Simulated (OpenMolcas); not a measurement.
Re3+ among 4 point charges of -1.5 e arranged as a square (D4h).

| Item | Value |
| --- | --- |
| Program | OpenMolcas |
| Method | CASSCF |
| Basis | ANO-RCC-VDZP [7s6p4d2f1g] |
| Scalar Hamiltonian | DKH2, point nucleus |
| Active space | 4 electrons in 5 orbitals (5d) |
| State averaging | 2S+1 = 5 even, 5 roots; 2S+1 = 3 even, 45 roots; 2S+1 = 1 even, 50 roots |
| Spin-orbit coupling | state interaction with AMFI integrals over the reference wave functions |

All point charges move together. At R = 1.99 Å the first state of the same spin is 10853 cm-1, and at R = 2.21 Å it is 6987 cm-1.

Problem. A third run gives 13138 cm-1. What distance was it run at?

Solution. With a power law R^-n the two known points give n = -ln(6987 / 10853) / ln(2.21 / 1.99) = 4.20. Then R = 1.99 × (10853 / 13138)^(1/4.20) = 1.901 Å. The run was at 1.9 Å, so the estimate is off by +0.001 Å.

Without dynamic correlation the repulsion within the d shell is too large (B by tens of per cent), so at a given field states of lower spin stand too high. Point charges give a weaker field than real ligands, and real ions of this kind are as a rule low spin; the high spin found here belongs to the model. This shell can be high or low spin here, a state of another spin lies low, and with metal d orbitals alone active their balance is uncertain, so the ground spin may be wrong (holds for R = 1.9; R = 1.99). Spin-orbit coupling mixes the spin-free states strongly: the lowest level takes only 69 % from its leading state, 5B1 (holds for R = 2.21). This is an electrostatic model: the charges have no orbitals. No measured value stands beside these numbers.
